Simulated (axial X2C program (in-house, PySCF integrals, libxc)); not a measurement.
## Levels of Br₂⁻ by electron attachment to Br₂ (EOM-EA-CCSD)

Calculated with an in-house all-electron X2C program for linear molecules (integrals from PySCF): two-component X2C with atomic mean-field Coulomb and Gaunt terms, Gaussian nuclei, basis Br dyall-acv3z with contracted cores.

R = 2.288 Å (near the PBE0 minimum at charge 0 of the determinant lowest at the starting distance; the state shown can have its own minimum elsewhere).

Levels of Br₂⁻ obtained by attaching an electron to Br₂:

| Ω | binding energy (eV) | above lowest (cm⁻¹) | attached spinor | one-particle weight |
| --- | --- | --- | --- | --- |
| 1/2 | 1.107 | 0 | 70% Br pσ, 18% Br dσ | 0.95 |
| 1/2 | -1.591 | 21757 | 86% Br sσ | 0.98 |
| 1/2 | -1.681 | 22481 | 96% Br pσ | 0.98 |
| 1/2 | -2.100 | 25866 | 98% Br pπ | 0.99 |
| 3/2 | -2.117 | 26004 | 98% Br pπ | 0.99 |
| 1/2 | -2.515 | 29209 | 76% Br pσ, 16% Br dσ | 0.99 |

Question: What is the splitting of the first π pair in the table, and is it regular or inverted?

Answer: E(3/2) − E(1/2) = 26004 − 25866 = 138 cm⁻¹ at EOM-EA-CCSD: regular, Ω = 1/2 lower. Splittings at this level can be off by ten to twenty per cent.

Negative binding energies belong to unbound states, resonances or levels that the basis set holds; within some tenths of an eV of zero the sign is not settled.

This point took 13 s on 1 thread of Intel(R) Xeon(R) 6975P-C (Granite Rapids), with other jobs on the host.

Reference electrons by ω block (each with its −ω partner): 1/2: 23, 3/2: 10, 5/2: 2. 14 electrons of Br₂ correlated (inner shells frozen), 92 natural virtual spinors (a truncated set); levels can be off by some tenths of an eV. Roots sought by Ω: (1/2: 5, 3/2: 4, 5/2: 2, 7/2: 1); the list ends where they run out and leaves out roots under 60 % one-particle weight. The solver can skip a root, and states that need a further excitation, which the method places far too high, are missing though they may lie low or lowest. T1 of the reference 0.009 (Lee–Taylor). Number of frozen shells: Br 3 s, 2 p, 1 d. g and u states are not told apart.
